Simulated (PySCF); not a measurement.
Si(All)(H)2(OH) (C3H8OSi), SMILES O[SiH2]CC=C. Atoms are numbered in the order given.

```xyz
13

Si     0.6711     0.4651     0.9699
O      2.0067     0.0174     0.0755
C     -0.8352    -0.5857     0.5215
C     -0.9877    -0.6533    -0.9624
C     -1.7987     0.1067    -1.7044
H      1.0518     0.2677     2.3967
H      0.3168     1.8996     0.7240
H      1.9607     0.2104    -0.8655
H     -0.7016    -1.5917     0.9528
H     -1.7196    -0.1302     0.9988
H     -0.3308    -1.3684    -1.4746
H     -1.8214     0.0184    -2.7935
H     -2.4755     0.8373    -1.2492
```

Geometry optimised at PBE0-D3(BJ)/def2-SVP. The values are those of a single conformer.

Two levels are set side by side: PBE/pcSseg-1 (PySCF) and KT2/pcSseg-1 (PySCF). GIAO shifts against H2O (¹⁷O), TMS (²⁹Si), TMS (¹H), TMS (¹³C) at the same level; non-relativistic, no solvent, atoms listed together averaged. Differences are taken from unrounded values.

| quantity | KT2 |
|---|---|
| δ(²⁹Si) of Si1 (ppm) | -7.2 |
| δ(¹⁷O) of O2 (ppm) | 15.6 |
| δ(¹³C) of C3 (ppm) | 30.1 |
| δ(¹³C) of C4 (ppm) | 133.7 |
| δ(¹³C) of C5 (ppm) | 114.8 |
| δ(¹H) of H6, H7 (ppm) | 5.34 |
| δ(¹H) of H8 (ppm) | 0.97 |
| δ(¹H) of H11 (ppm) | 6.19 |
| δ(¹H) of H12, H13 (ppm) | 5.40 |

**Question.** What does PBE give, and how far is it from KT2? (An estimate is asked for; the answer gives what the named calculation found.)

**Answer.** 
```json
[
 {"quantity": "δ(²⁹Si) of Si1 (ppm)", "PBE": "-8.5", "PBE minus KT2": "-1.3"},
 {"quantity": "δ(¹⁷O) of O2 (ppm)", "PBE": "20.1", "PBE minus KT2": "4.5"},
 {"quantity": "δ(¹³C) of C3 (ppm)", "PBE": "31.1", "PBE minus KT2": "1.0"},
 {"quantity": "δ(¹³C) of C4 (ppm)", "PBE": "142.6", "PBE minus KT2": "8.8"},
 {"quantity": "δ(¹³C) of C5 (ppm)", "PBE": "122.0", "PBE minus KT2": "7.2"},
 {"quantity": "δ(¹H) of H6, H7 (ppm)", "PBE": "5.39", "PBE minus KT2": "0.05"},
 {"quantity": "δ(¹H) of H8 (ppm)", "PBE": "0.97", "PBE minus KT2": "0.01"},
 {"quantity": "δ(¹H) of H11 (ppm)", "PBE": "6.36", "PBE minus KT2": "0.17"},
 {"quantity": "δ(¹H) of H12, H13 (ppm)", "PBE": "5.54", "PBE minus KT2": "0.14"}
]
```

Rough cost on one machine, each run with all the roots and properties that it gave: KT2 against PBE within a factor of 2.
